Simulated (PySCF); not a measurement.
# Pt(H2O)3 at several levels of theory

Computed with PySCF 2.14.0 (density fitting, no spin-orbit coupling) at the geometry relaxed with r2SCAN:

```xyz
10
Pt(H2O)3 (singlet)
Pt    0.0000    0.0000    0.0000
O     2.3862    0.2869    0.0000
H     2.4573   -0.3052    0.7642
H     2.4573   -0.3052   -0.7642
O    -1.4416    1.9231    0.0000
H    -0.9643    2.2807    0.7642
H    -0.9643    2.2807   -0.7642
O    -0.9446   -2.2100    0.0000
H    -1.4930   -1.9754    0.7642
H    -1.4930   -1.9754   -0.7642
```

```tsv
level	basis	state	HOMO (eV)	gap (eV)	charge on Pt1 (e)	dipole about the centre of mass (D)	largest force component (eV/Å)
r2SCAN	Pt def2-SVP with ECP60, O def2-SVP, H def2-SVP	singlet	-3.15	1.29	-0.60	0.00	0.07
B3LYP	the same	singlet	-4.14	2.79	-0.58	0.00	0.10
BP86	the same	singlet	-3.21	1.03	-0.67	0.00	0.69
M06-L	the same	singlet	-2.92	1.30	-0.54	0.00	0.29
PBE	the same	singlet	-3.09	1.00	-0.66	0.00	0.63
r2SCAN	Pt def2-TZVP with ECP60, O def2-TZVP, H def2-TZVP	singlet	-3.34	1.25	-0.40	0.00	0.19
```

Charges are Mulliken's, which hang on the basis. The relaxation used the grid (50, 194), these runs (75, 302) or, all-electron (x2c bases, spin-free X2C Hamiltonian), (99, 590).

(1) What does r2SCAN with Pt x2c-SVPall, O x2c-SVPall, H x2c-SVPall give here?

No frequency check is given that shows the relaxed geometry to be a minimum.

Results:

(1) state singlet, HOMO (eV) -3.25, gap (eV) 1.32, charge on Pt1 (e) -0.74, dipole about the centre of mass (D) 0.00, largest force component (eV/Å) 0.13. Time: 47 s on 2 threads of Arm Neoverse V2, on a shared host, from free ions and atoms.
